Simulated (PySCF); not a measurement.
A drawing and its optimised geometry.

C5H12AlClO2. Drawn bonds (atoms numbered from 1): C1–C2, C2=O3, C2–C4, C4–O5, O5–C6, O5–Al7, Al7–C8, C8–Cl9, C1–H10, C1–H11, C1–H12, C4–H13, C4–H14, C6–H15, C6–H16, C6–H17, Al7–H18, Al7–H19, C8–H20, C8–H21.

Geometry after optimisation with GFN2-xTB (Å):

```
atom  x, y, z in Å
C1    -3.134   -0.810   -0.038
C2    -1.663   -0.565   -0.133
O3    -0.853   -1.381   -0.547
C4    -1.112    0.781    0.286
O5     0.278    0.695    0.098
C6     0.952    1.917    0.318
Al7    1.040   -1.189   -0.439
C8     2.842   -0.760    0.475
Cl9    3.403   -0.062   -1.083
H10   -3.339   -1.865   -0.201
H11   -3.516   -0.506    0.935
H12   -3.656   -0.230   -0.799
H13   -1.356    0.993    1.337
H14   -1.542    1.575   -0.341
H15    0.527    2.708   -0.309
H16    1.991    1.761    0.039
H17    0.886    2.212    1.370
H18    0.970   -1.101   -2.004
H19    0.664   -2.437    0.483
H20    3.161   -0.058    1.250
H21    3.449   -1.660    0.612
```

Here a drawn bond counts as lost beyond 1.3 times the sum of covalent radii plus 0.1 Å; another pair counts as a new contact within 1.08 times that sum, or 1.2 times among H, C, N, O, F, S and Cl. Covalent radii used (Å): Al 1.21, C 0.73, Cl 1.02, H 0.31, O 0.66.

Task: Which drawn bonds no longer describe this geometry, and which new contacts appear?

Result: No drawn bond is lost. New contacts: O3–Al7 (1.91 Å; radii sum 1.87 Å). The tight-binding optimisation can itself be at fault, so a check at a higher level is due before the drawing is dismissed.

Task: How long is each drawn bond in this geometry?

Result: 
```
drawn bond  length (Å)  over radii sum
     C1–C2       1.495            1.02
     C2–O3       1.222            0.88
     C2–C4       1.513            1.04
     C4–O5       1.405            1.01
     O5–C6       1.414            1.02
    O5–Al7       2.101            1.12
    Al7–C8       2.066            1.06
    C8–Cl9       1.797            1.03
    C1–H10       1.087            1.04
    C1–H11       1.088            1.05
    C1–H12       1.090            1.05
    C4–H13       1.099            1.06
    C4–H14       1.100            1.06
    C6–H15       1.095            1.05
    C6–H16       1.087            1.05
    C6–H17       1.094            1.05
   Al7–H18       1.569            1.03
   Al7–H19       1.598            1.05
    C8–H20       1.093            1.05
    C8–H21       1.094            1.05
```

All values are computed, not measured.
